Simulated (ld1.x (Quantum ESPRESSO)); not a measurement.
# S (Z = 16), TM: configuration errors across variants

S, norm-conserving Troullier–Martins (Kleinman–Bylander form), made with ld1.x (Quantum ESPRESSO) 7.5 (LDA (PZ), non-relativistic). Core [Ne], reference 3s2 3p4. Waves: 3p (bound): rc 1.80 bohr; 3d channel at 0.05 Ry: rc 1.80 bohr; 3s (bound): rc 1.00 bohr. Local part: the s channel. Core correction: Bessel-smoothed model core inside 0.70 bohr.

All-electron excitation energies from the reference (eV): (1) 3s2 3p3 11.876; (2) 3s2 3p2 34.262; (3) 3s2 3p1 68.428; (4) 3s0 3p6 20.342; (5) 3s1 3p4 22.534; (6) 3s2 3p4.3 -1.745; (7) 3s2 3p3.5 4.715; (8) 3s2 3p4 spin -0.706; (9) 3s2 3p3 spin 9.912.

Spin tests fill each open shell by Hund’s rule, majority spin first.

1 further variants failed, have other tests or too few solved ones, and are left out.

Errors AE − PS in meV (a dash: test not solved or not reliable):

```tsv
change	(1)	(2)	(3)	(4)	(5)	(6)	(7)	(8)	(9)	bound ghosts
base	+6.1	+39	+125	-27	+4.3	+0.3	+1.2	+8.7	+30	none
all radii but the core radius scaled by about 0.84 (s 0.84, p 1.52, d 1.52 bohr)	+9.1	+58	+190	-162	+11	+0.4	+1.7	+13	+46	none
all radii but the core radius scaled by about 0.96 (s 0.96, p 1.72, d 1.72 bohr)	+6.8	+43	+141	-50	+2.6	+0.3	+1.3	+9.4	+33	none
all radii but the core radius scaled by about 1.09 (s 1.10, p 1.96, d 1.96 bohr)	+5.0	+30	+94	-2.3	+7.8	+0.2	+1.0	+6.7	+22	none
all radii but the core radius scaled by about 1.20 (s 1.20, p 2.16, d 2.16 bohr)	+4.2	+25	+71	+7.6	+11	+0.2	+0.9	+4.8	+16	none
all radii but the core radius scaled by about 1.36 (s 1.36, p 2.44, d 2.44 bohr)	+3.6	+20	+53	+14	+13	+0.2	+0.8	+3.8	+12	none
```

**Question.** Give the same row for: all radii but the core radius scaled by about 1.24 (s 1.24, p 2.24, d 2.24 bohr).

**Answer.** +4.0, +22, +64, +10, +11, +0.2, +0.8, +4.4, +14; bound ghosts: none.
